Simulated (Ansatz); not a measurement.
Born–Oppenheimer molecular dynamics of CH7FOSi (11 atoms, charge 0, multiplicity 1). It starts from a rough guess of a transition structure, not a stationary point.

The calculation used UKS LDA/STO-3G in Ansatz 0.2.0.

| Item | Value |
| --- | --- |
| ensemble | NVE (velocity Verlet) |
| time step | 0.5 fs |
| steps asked | 150 |
| starting velocities drawn for | 100 K |
| seed | 205159 |

First frame:

```xyz
11
Properties=species:S:1:pos:R:3
Si -0.633 0.294 -0.614
F 1.328 0.558 -0.934
H -0.558 -0.219 -1.970
H -1.971 -0.022 -0.100
O -0.702 1.861 -0.233
H 1.082 -0.206 -0.034
C 0.340 -0.977 0.859
H 0.018 2.442 -0.467
H -0.102 -1.923 0.569
H 1.363 -1.212 1.186
H -0.165 -0.596 1.738
```

How far do the bonds stretch over the last three quarters of this one trajectory? (Pairs bonded in most of those frames.)


| bond | mean (Å) | spread (Å) | shortest | longest |
| --- | --- | --- | --- | --- |
| Si1–H3 | 1.467 | 0.017 | 1.44 | 1.50 |
| Si1–H4 | 1.456 | 0.006 | 1.44 | 1.47 |
| Si1–O5 | 1.744 | 0.075 | 1.62 | 1.84 |
| Si1–C7 | 1.881 | 0.054 | 1.79 | 1.97 |
| F2–H6 | 1.020 | 0.076 | 0.90 | 1.12 |
| O5–H8 | 1.050 | 0.046 | 0.97 | 1.13 |
| C7–H9 | 1.100 | 0.014 | 1.08 | 1.12 |
| C7–H10 | 1.103 | 0.011 | 1.08 | 1.13 |
| C7–H11 | 1.100 | 0.009 | 1.08 | 1.12 |

Mean temperature of the second half: 1238 K. The conserved energy stayed within 1 meV per atom of its start (net change -0.52 meV per atom), so the integration is sound. The system heated up, since it started high on the potential surface and ran downhill. A run of 0.075 ps of so small a system gives no equilibrium averages. The orbitals stay closed-shell, which can raise the energy where a bond breaks towards radicals; this wasn't checked here. Limits of this set-up: minimal basis.

The run took 4 min on 1 CPU thread of a shared host.
